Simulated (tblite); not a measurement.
Species: C₅H₁₃NP₂.
Structure used (GFN2-xTB), in Å, numbered top down from 1:
```xyz
21
C5H13NP2 angstrom
C      3.0493   -0.6637   -0.3679
N      2.0471    0.2441    0.1757
P      0.5048    0.2494   -0.6016
C     -0.2458    1.5596    0.4802
C     -1.7705    1.4566    0.4038
P     -2.2113    0.2570   -0.9444
C     -1.7204   -1.2815   -0.0243
C     -0.2243   -1.2141    0.2900
H      2.6340   -1.6698   -0.3858
H      3.3757   -0.4081   -1.3814
H      3.9193   -0.6598    0.2904
H      2.4159    1.1932    0.1754
H      0.1287    1.4333    1.5002
H      0.0982    2.5308    0.1132
H     -2.1960    1.1090    1.3500
H     -2.2228    2.4229    0.1674
H     -3.5823    0.1854   -0.6270
H     -1.9495   -2.1364   -0.6659
H     -2.3177   -1.3771    0.8868
H      0.2868   -2.1215   -0.0396
H     -0.0282   -1.0923    1.3591
```

Calculated harmonic vibrations of the isolated species, GFN2-xTB (tblite), most abundant isotopes, no scaling. This tight-binding method is rough: wavenumbers can miss measured ones by several per cent, in bad cases by 10 to 20. Modes of hydrogen on phosphorus can be 10 to 20 % off. One conformer, not necessarily the lowest.

Harmonic wavenumbers (cm⁻¹): 26.6, 76.5, 119.2, 141.3, 191.2, 215.7, 268.9, 293.1, 320.0, 350.3, 431.2, 669.2, 683.6, 698.4, 716.8, 725.1, 745.1, 774.5, 781.9, 787.8, 847.4, 861.4, 910.0, 1036.1, 1053.1, 1056.5, 1064.8, 1089.5, 1093.3, 1116.4, 1169.7, 1176.7, 1197.3, 1213.2, 1229.8, 1235.9, 1318.4, 1414.9, 1433.3, 1439.6, 1453.6, 1464.5, 1486.6, 1492.3, 2186.1, 2918.0, 2922.5, 2923.7, 2932.0, 2939.9, 2942.6, 2950.1, 2957.6, 2961.0, 2991.3, 3023.7, 3310.6.

A = 2866, B = 973.2, C = 835.9 MHz; mass 149.052 u (most abundant isotopes); point group C1, symmetry number 1.

Question: What is the zero-point energy?

Answer: Half the sum of the wavenumbers: 37915 cm⁻¹ = 453.56 kJ/mol.

Question: Entropy at 273.15 K, 1 bar (ideal gas, RRHO, classical rotation)?

Answer: Translation 169.45, rotation 121.55, vibration 115.73: S = 406.7 J/(mol K).

Question: And Cp and H(273.15 K) − H(0)?

Answer: Cp = 155.50 J/(mol K), of which vibrations give 122.24 (their classical limit is 57 R = 473.9); H(273.15 K) − H(0) = 25.57 kJ/mol without the zero-point energy, 16.49 from vibrations.

Question: What must be added to the electronic energy to get the Gibbs energy at 273.15 K and 1 bar?

Answer: ZPE + [H(273.15 K) − H(0)] − T·S = 453.56 + 25.57 − 111.10 = 368.03 kJ/mol.

Question: Blend soft modes into free rotors: weight 1/[1 + (100 cm⁻¹/ν̃)⁴] for the oscillator and the rest for a rotor with moment μB/(μ + B), μ = h/(8π²ν), B = 10⁻⁴⁴ kg m². What vibrational entropy results?

Answer: 105.28 J/(mol K) in place of 115.73, which changes −T·S at 273.15 K by +2.86 kJ/mol.

Question: Which modes carry the vibrational entropy at 273.15 K?

Answer: 26.6 cm⁻¹: 24.66; 76.5 cm⁻¹: 15.93; 119.2 cm⁻¹: 12.32; 141.3 cm⁻¹: 10.96; 191.2 cm⁻¹: 8.60; 215.7 cm⁻¹: 7.69 J/(mol K); the other 51 give 35.58 together.

Hindered rotation and anharmonicity are outside this model. Other conformers, if any are populated, would add a mixing term that is left out. The structure is chiral; the term R ln 2 for an equal mix with its mirror image is left out.
